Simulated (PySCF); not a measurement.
Al(Cl)(F)(SH) (AlClFHS), SMILES [Al]([SH])([F])[Cl]. Atoms are numbered in the order given.

```xyz
5

Al    -0.3480    -0.0315     0.0000
Cl     0.6690    -1.8528     0.0000
F     -2.0074    -0.0274     0.0000
S      0.7272     1.8486     0.0000
H     -0.4164     2.5764     0.0000
```
Charge 0, spin multiplicity 1.

Geometry: B3LYP-D3(BJ)/def2-SVP. Other conformers were not sampled.

All values below come from PySCF with B3LYP/def2-TZVPD.

Symmetry labels are those of the subgroup Cs that the program uses (full group Cs).

Problem. List the valence orbital energies around the gap with their symmetry. (Estimate from the structure and the level; the computed values follow.)

Solution. 
| orbital | symmetry | energy (eV) |
|---|---|---|
| HOMO−7 | A' | -12.10 |
| HOMO−6 | A" | -11.75 |
| HOMO−5 | A' | -11.74 |
| HOMO−4 | A' | -11.09 |
| HOMO−3 | A" | -9.65 |
| HOMO−2 | A' | -9.59 |
| HOMO−1 | A' | -9.34 |
| HOMO | A" | -8.08 |
| LUMO | A' | -1.65 |
| LUMO+1 | A" | -0.97 |
| LUMO+2 | A' | -0.47 |
| LUMO+3 | A' | 0.35 |
